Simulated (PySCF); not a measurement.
PBE on Au⁻ (gold, charge -1), [Xe] 4f14 5d10 6s2, closed-shell 1S. All numbers are calculated (PySCF 2.14, scalar relativity through the core potential, in aug-cc-pVDZ-PP with ECP60MDF (5s5p4d2f, 54 functions)).

```
cycle= 1 E= -135.812827436447  delta_E= -0.0169  |g|= 0.12  |ddm|= 0.475
cycle= 2 E= -135.797381988728  delta_E= 0.0154  |g|= 0.232  |ddm|= 0.255
cycle= 3 E= -135.817613132516  delta_E= -0.0202  |g|= 0.00873  |ddm|= 0.218
cycle= 4 E= -135.817663694653  delta_E= -5.06e-05  |g|= 0.00111  |ddm|= 0.0218
cycle= 5 E= -135.817664329482  delta_E= -6.35e-07  |g|= 7.68e-06  |ddm|= 0.00165
cycle= 6 E= -135.817664329505  delta_E= -2.29e-11  |g|= 3.87e-08  |ddm|= 1.97e-05
converged SCF energy = -135.817664329505  <S^2> = -7.1054274e-15  2S+1 = 1
```

Highest occupied orbital energy: 0.512 eV; ⟨L²⟩ = 0.00; populations by l: s 4.00, p 6.00, d 10.00, f 0.00.

Task: Can this result be used?

Result: With care. The run converged. Energies and moments cover only the electrons outside the core potential. Spin-orbit coupling, which splits the p, d and f shells strongly at this Z, is absent. At PBE the highest occupied level has a positive energy, so only the finite basis holds that electron; in a semilocal or global hybrid functional this comes from self-interaction and does not mean that the real anion is unbound.
